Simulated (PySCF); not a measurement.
Potential energy of CsNa along the bond

Set-up: Cs def2-SVP with ECP46, Na def2-SVP; scalar-relativistic core potentials (PySCF 2.14). Energies in eV from Cs + Na in their ground configurations at the same level. State: ¹Σ⁺ (singlet), closed shell.

Curves on a restricted Hartree–Fock reference rise too fast on stretching and do not dissociate correctly.

```tsv
R (Å)	M06	RHF-CCSD(T)	RHF-MP2
3.383	-0.6135		-0.1898
3.541	-0.6767	-0.4667	-0.2658
3.698	-0.7112	-0.5132	-0.3117
3.816	-0.7216	-0.5320	-0.3298
3.934	-0.7205	-0.5396	-0.3364
4.052	-0.7096	-0.5379	-0.3333
4.209	-0.6852	-0.5243	-0.3171
4.406	-0.6467	-0.4936	-0.2819
4.642	-0.5872	-0.4442	-0.2244
4.957	-0.4863		-0.1325
```

Put a parabola through the three lowest points of the M06 curve and estimate Re, k and ωe (reduced mass 19.6 u; 1 eV/Å² = 0.16022 mdyn/Å; ωe = 1302.8·√(k/μ) cm⁻¹).

Through R = 3.698, 3.816, 3.934 Å the second-order coefficient is 0.413 eV/Å², so Re ≈ 3.864 Å, k ≈ 0.132 mdyn/Å and ωe ≈ 107 cm⁻¹. A polynomial fit of higher order to the unrounded M06 energies gives Re = 3.861 Å, k = 0.124 mdyn/Å, ωe = 104 cm⁻¹; anharmonicity and rounding make the difference.

The higher-order fit for each curve: M06: Re = 3.861 Å, ωe = 104 cm⁻¹, De = 0.72 eV; RHF-CCSD(T): Re = 3.969 Å, ωe = 93.1 cm⁻¹, De = 0.54 eV; RHF-MP2: Re = 3.952 Å, ωe = 96.5 cm⁻¹, De = 0.336 eV.

Correlated steps freeze 1 core orbital. Closed-shell solutions of metal pairs were not tested for spin polarisation, which can lower them a little. Correlated levels converge slowly with the basis: in double zeta they bind strong bonds too weakly, by up to about 1 eV, and carry superposition errors of some tenths. Spin–orbit coupling is left out. Where the molecule has an RHF reference, its open-shell atoms are computed with UHF.
